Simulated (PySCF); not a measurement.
Species: C5H8OS (charge +1 and doublet state).
Z-matrix (Å and degrees, GFN2-xTB geometry), rows numbered from 1:
```
C 
C   1  1.4767
S   2  1.6302  1  120.68
C   2  1.5040  1  118.41  3   179.69
C   4  1.5338  2  114.63  1   -40.30
C   4  1.5068  2  109.27  1  -167.19
O   6  1.1968  4  123.00  2    -8.87
H   1  1.0904  2  111.16  3   133.83
H   1  1.0932  2  109.42  3  -108.57
H   1  1.0871  2  111.76  3    11.06
H   4  1.1029  2  107.63  1    78.83
H   5  1.0866  4  109.89  2  -178.37
H   5  1.0869  4  110.78  2   -58.58
H   5  1.0855  4  111.12  2    62.79
H   6  1.1002  4  115.43  2   171.11
```

The hyperfine couplings belong to this conformer and change with its torsions.

The species is `CC(=S)[C@H](C)C=[O+]` [radical] (charge +1).

Level of theory: UKS B3LYP, pcH-1 on C H O S, non-relativistic, mean-field spin-orbit, GIAO (PySCF). One conformer (not necessarily the lowest) at the GFN2-xTB geometry, without solvent, vibrations or thermal averaging. Couplings are sensitive to structure, and on GFN2-xTB geometries they can be far from those on DFT ones, by a factor of two or more for some ions and for spin on atoms past the first row. Stability of the SCF solution: not tested.

Q: Where do the isotropic ENDOR lines of C1, C2, C6, C5, C4, H15, H11, H8/H9/H10 and H12/H13/H14 fall at 3365.6 mT, to first order?

A: For S = 1/2 in fast tumbling each set of equivalent nuclei gives two lines, ν± = |νn ± a/2| to first order, with νn = g_N μN B/h and μN/h = 7.62259 MHz/T.

| nuclei | isotope | g_N | νn (MHz) | a_iso (MHz) | lower line (MHz) | upper line (MHz) |
| --- | --- | --- | --- | --- | --- | --- |
| C1 | 13C | 1.4048 | 36.04 | 43.98 | 14.05 | 58.03 |
| C2 | 13C | 1.4048 | 36.04 | -26.38 | 22.85 | 49.23 |
| C6 | 13C | 1.4048 | 36.04 | -22.63 | 24.73 | 47.35 |
| C5 | 13C | 1.4048 | 36.04 | -2.69 | 34.70 | 37.38 |
| C4 | 13C | 1.4048 | 36.04 | -1.49 | 35.30 | 36.78 |
| H15 | 1H | 5.5857 | 143.30 | 83.66 | 101.47 | 185.13 |
| H11 | 1H | 5.5857 | 143.30 | -10.74 | 137.93 | 148.67 |
| H8/H9/H10 | 1H | 5.5857 | 143.30 | -3.31 | 141.64 | 144.95 |
| H12/H13/H14 | 1H | 5.5857 | 143.30 | 2.33 | 142.13 | 144.46 |

The rows for 13C, of low natural abundance, apply to labelled samples.

Q: Which pairs are centred on the nuclear Larmor frequency, and which on half the coupling?

A: Centred on νn, since |a| < 2νn: C1, C2, C6, C5, C4, H15, H11, H8/H9/H10 and H12/H13/H14. No pair has |a| > 2νn.

Q: At what field would the lower line of C6 fall to zero frequency?

A: Where νn = |a|/2, that is B = 11.31 MHz/(1.4048 × 7.62259 MHz/T) = 1060 mT, as far as first order holds there.

Nuclei that the bonding pattern makes equivalent are averaged, as if the motion that swaps them (rotation, inversion, ring flip) were fast.

Largest spin populations (Mulliken): S3 (+0.78), O7 (+0.23) and C2 (-0.08). The positive populations add up to 1.14 and the negative ones to -0.14, together 2S = 1.

Time: 99 s (with the writing of density and orbital grids); peak memory 0.97 GiB. Hardware: an Arm Neoverse V1 with one thread, no GPU, shared host with 32 logical CPUs at a one-minute load of 25.

The SMILES draws the unpaired electron on O7; the largest computed Mulliken spin population is on S3 (0.78 against 0.23).
